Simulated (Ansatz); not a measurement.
# A barrier at the coupled-cluster level

Start structure (SiH3Cl3, closed shell), relaxed at PBE0-D4/def2-TZVP:

| atom | x (Å) | y (Å) | z (Å) |
| --- | --- | --- | --- |
| Si1 | -0.8286 | -0.3825 | 0.2250 |
| H2 | -0.0006 | -0.6654 | 1.4103 |
| Cl3 | 0.2188 | -0.9737 | -1.4419 |
| Cl4 | -2.5492 | -1.4691 | 0.3477 |
| H5 | -1.1742 | 1.0411 | 0.0674 |
| H6 | 2.0402 | 0.7858 | -0.7551 |
| Cl7 | 2.2935 | 1.6635 | 0.1464 |

The step: SiH₂Cl₂ ([Cl][SiH2][Cl]) + HCl → SiHCl₃ ([Cl][SiH]([Cl])[Cl]) + H₂; bonds formed: Si1–Cl7, H2–H6; bonds broken: Si1–H2, H6–Cl7. Computed with Ansatz 0.2.0 (basis: def2-TZVPP and def2-QZVPP); correlated methods freeze the cores. Extrapolation: Hartree–Fock as exp(−7.88 √X), correlation as X^−2.97. Energies below are by CCSD(T) at an estimated basis limit (MP2 extrapolated from triple and quadruple zeta, plus CCSD(T) − MP2 in triple zeta).

Q: What are the electronic barrier and the energy of the step, from the start structure to the end structure? (Judge from chemistry; the value comes from the calculation.)

A: The calculation gives: Barrier 40.76 kcal/mol; step energy -16.65 kcal/mol (downhill); reverse barrier, their difference, 57.40 kcal/mol. Barrier and step energy count from the start structure, the reverse barrier from the end structure.

The saddle point: One imaginary mode of 830i cm⁻¹.
| pair | start (Å) | saddle (Å) | end (Å) |
| --- | --- | --- | --- |
| Si1–Cl7 | 3.73 | 2.44 | 2.03 |
| H2–H6 | 3.31 | 0.93 | 0.75 |
| Si1–H2 | 1.47 | 1.67 | 3.83 |
| H6–Cl7 | 1.28 | 1.67 | 3.53 |

Zero-point energy (harmonic, PBE0-D4): ZPE is 17.82 kcal/mol at the start and 17.49 kcal/mol at the saddle, so the barrier goes from 40.76 to 40.42 kcal/mol.

T1 diagnostic: at most 0.011. The end structure is not quite a true minimum (one mode of 48i cm⁻¹).

Labels in which every atom is bracketed show which atoms are joined, not bond orders.

For scale, one of the runs: CCSD(T)/def2-TZVPP, 210 basis functions (an equivalent command: `ansatz run in.yaml --threads 4`). Hardware: 4 CPU threads, shared host. Wall time 53 s; peak host memory 2.5 GiB.
